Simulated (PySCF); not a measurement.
Method: PBE-D3(BJ)/def2-TZVP // B3LYP-D3(BJ)/def2-SVP run with PySCF 2.14.0. Isolated molecules, 0 K electronic values unless said otherwise. One relaxed conformer stands for a flexible species; it need not be the lowest. Excitations are Tamm–Dancoff values on a coarser integration grid. The basis has no diffuse functions, so Rydberg states are missing or too high.

Reference species (SMILES): `CC[Si](O)(O)O` (neutral, multiplicity 1).

```yaml
HOMO: -6.89 eV
T1 excitation (TDA): 6.44 eV
HOMO–LUMO gap: 6.53 eV
```

After one change: the HOMO goes up by 0.50 eV; the T1 excitation (TDA) stays essentially unchanged; the HOMO–LUMO gap is nearly the same.

Q: Name the change that produced these shifts. The new species is one of these.
A) `O[Si](O)(O)O`
B) `CC[Si](O)(CC)CC`
C) `CC[Si](CC)(CC)CC`
D) `CC[Si](O)(O)CC`

A: C, `CC[Si](CC)(CC)CC`
